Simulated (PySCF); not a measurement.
Radial density of S⁺ (sulfur, charge +1)

TPSS, [Ne] 3s2 3p2 3d1, one real determinant (an excited configuration). Computed with PySCF 2.14 in dyall-acv3z, with no relativity, point nucleus.

```csv
r (bohr),4πr²ρ (e/bohr),4πr²(ρα − ρβ)
0.00157,0.07913,0.0000
0.00265,0.2164,0.0000
0.00445,0.5777,0.0001
0.00749,1.483,0.0003
0.0126,3.565,0.0007
0.0212,7.670,0.0019
0.0356,13.73,0.0052
0.0599,18.21,0.0185
0.101,15.75,0.0705
0.170,11.98,0.2039
0.285,16.73,0.2933
0.480,13.86,0.0577
0.807,3.867,0.3197
1.36,3.047,1.4275
2.28,1.453,0.9011
3.84,0.3012,0.2829
6.46,0.04015,0.0401
10.9,0.0001510,0.0002
```

⟨L²⟩ = 5.55 against 12 for a pure F term, so this real determinant mixes terms. The outer electron is Rydberg-like, and this basis confines it to a smaller radius and binds it less than a complete one would. The s, p, d and f populations moved away from the nominal configuration during the SCF.
